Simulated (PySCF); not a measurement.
**How methods differ on the interval between two levels of Hg**

Hg [Xe] 4f14 5d10 6s2 → Hg [Xe] 4f14 5d9 6s2 7s1 [3D3, M_J = 3], as a difference of total energies. Calculation: PySCF 2.14, in x2c-TZVPall-2c with one added diffuse shell each of s, p, d type (12s12p11d2f, 117 functions); the two-component X2C-1e Hamiltonian. Correlated levels: [Kr] 4d10 4f14 frozen; the 34 highest virtual spinors dropped. "Screened" scales the spin-orbit matrix elements by Boettger's factors to mimic the two-electron term; Breit and QED terms are absent.

```tsv
method	interval between two levels (cm⁻¹)
GHF (screened spin-orbit)	87337
GMP2 (screened spin-orbit)	96383
```

The labels give the starting determinants; with spin-orbit coupling the two ends relaxed to ⟨J²⟩ = 0.00, ⟨L²⟩ = 0.19, ⟨S²⟩ = 0.19 and ⟨J²⟩ = 12.01, ⟨L²⟩ = 6.18, ⟨S²⟩ = 2.18.

The promoted electron is Rydberg-like, and one or two diffuse shells describe it only roughly, which tends to raise the upper state.
